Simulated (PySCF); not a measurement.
Computed with PySCF 2.14.0 with TPSSh-D3(BJ)/def2-TZVP // r2SCAN-D4/def2-SVP. Gas-phase values, no solvent. One relaxed conformer stands for a flexible species; it need not be the lowest. 

Reference species: [Ti(Cl)4] (neutral, multiplicity 1).

```yaml
charge on the central atom (meta-Löwdin): 1.11 e
coordination_number: 4
LUMO: -4.27 eV
HOMO–LUMO gap: 4.65 eV
```

After one change: the charge on the central atom (meta-Löwdin) increases by 0.05 e; the coordination number hardly moves; the LUMO rises by 0.54 eV; the HOMO–LUMO gap falls by 0.62 eV.

**Question.** Name the change that produced these shifts. The new species is one of these.
A. [Ti(Cl)2(NH2)2]
B. [Ti(NH2)4]
C. [Ti(Cl)(NH2)3]
D. [Ti(Cl)3(NH2)]

**Answer.** D, [Ti(Cl)3(NH2)]
